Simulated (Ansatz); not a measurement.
Cost and result up the ladder for the cluster Te₄Pt (5 atoms). Total charge 0; singlet. Geometry: B3LYP-D4/def2-SVP.

| atom | x (Å) | y (Å) | z (Å) |
| --- | --- | --- | --- |
| Pt1 | -0.533 | 0.003 | 0.588 |
| Te2 | 0.231 | 1.109 | -1.813 |
| Te3 | 1.775 | -1.120 | -0.402 |
| Te4 | 0.544 | -1.848 | 1.983 |
| Te5 | -2.018 | 1.857 | -0.357 |

Ansatz on 4 threads of Arm Neoverse V1 on a shared host. Times are rough, and most runs start from the orbitals of an earlier one. No level here is sound enough to serve as a yardstick. Binding counts from free atoms at the same level (Pt triplet, Te triplet; other spins of the atoms weren't run), without zero-point energy or a counterpoise term.

In the def2 sets Pt, Te take a core potential; there is no spin–orbit coupling. LC-ωPBE has ω = 0.4 bohr⁻¹. No other spin state of charge 0 was run. The structure comes from a short search, and lower isomers may exist.

Run but left out: BHLYP-D4/def2-TZVP (restricted singlet, unstable in another Hartree–Fock run and untested here); HF/def2-TZVP, MP2/def2-TZVP (restricted singlet, unstable towards broken spin symmetry); CCSD(T)/def2-SVP (unstable by the stability test).

```csv
level,functions,wall time
PBE-D4/def2-SVP,136,2.2 s
PBE0-D4/def2-SVP,136,4.4 s
PBE-D4/def2-TZVP (with forces),240,4.9 s
r2SCAN-D4/def2-TZVP,240,9 s
PBE0-D4/def2-TZVP,240,13 s
LC-ωPBE/def2-TZVP,240,29 s
```

Task: Estimate what each level gives for the binding energy per atom (eV).

Result: 
```json
{"level": "PBE-D4/def2-SVP", "binding energy per atom (eV)": "2.58", "remarks": "restricted SCF unstable in HF"}
{"level": "PBE0-D4/def2-SVP", "binding energy per atom (eV)": "2.22", "remarks": "restricted SCF unstable in HF"}
{"level": "PBE-D4/def2-TZVP (with forces)", "binding energy per atom (eV)": "2.69", "remarks": "restricted SCF unstable in HF"}
{"level": "r2SCAN-D4/def2-TZVP", "binding energy per atom (eV)": "2.45", "remarks": "restricted SCF unstable in HF"}
{"level": "PBE0-D4/def2-TZVP", "binding energy per atom (eV)": "2.34", "remarks": "restricted SCF unstable in HF"}
{"level": "LC-ωPBE/def2-TZVP", "binding energy per atom (eV)": "1.78", "remarks": "restricted SCF unstable in HF"}
```
